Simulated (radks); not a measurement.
Isoelectronic series with 4 electrons, each ion in its NIST ground configuration. Calculated with a radial shooting solver on a logarithmic mesh with Libxc functionals: scalar-relativistic Kohn-Sham, r2SCAN, spin-polarised, spherical densities, finite nucleus; meta-GGA in the generalised Kohn-Sham scheme; Fermi nuclear charge, rms radius of each element as measured or else 0.836 A^(1/3) + 0.57 fm. Total energies (hartree) and orbital eigenvalues (eV):

| ion | configuration | E (hartree) | 2s | 1s |
|---|---|---|---|---|
| Be | [He] 2s2 | -14.65204 | -5.7467 | -108.6360 |
| C2+ | [He] 2s2 | -36.50428 | -40.6865 | -312.4480 |
| O4+ | [He] 2s2 | -68.39082 | -103.2108 | -625.8710 |
| Ne6+ | [He] 2s2 | -110.32761 | -193.1378 | -1048.728 |
| Mg8+ | [He] 2s2 | -162.34245 | -310.5003 | -1581.221 |
| Si10+ | [He] 2s2 | -224.47091 | -455.3868 | -2223.680 |
| S12+ | [He] 2s2 | -296.75585 | -627.9177 | -2976.521 |
| Ar14+ | [He] 2s2 | -379.24744 | -828.2403 | -3840.243 |
| Ca16+ | [He] 2s2 | -472.00332 | -1056.527 | -4815.423 |
| Ti18+ | [He] 2s2 | -575.08862 | -1312.977 | -5902.718 |
| Cr20+ | [He] 2s2 | -688.57645 | -1597.811 | -7102.865 |
| Fe22+ | [He] 2s2 | -812.54778 | -1911.280 | -8416.686 |
| Ni24+ | [He] 2s2 | -947.09223 | -2253.661 | -9845.088 |
| Zn26+ | [He] 2s2 | -1092.30734 | -2625.257 | -11389.06 |
| Ge28+ | [He] 2s2 | -1248.30043 | -3026.402 | -13049.70 |
| Se30+ | [He] 2s2 | -1415.18858 | -3457.461 | -14828.20 |
| Kr32+ | [He] 2s2 | -1593.09799 | -3918.830 | -16725.83 |
| Sr34+ | [He] 2s2 | -1782.16550 | -4410.939 | -18743.99 |
| Zr36+ | [He] 2s2 | -1982.53848 | -4934.251 | -20884.19 |
| Mo38+ | [He] 2s2 | -2194.37387 | -5489.266 | -23148.02 |
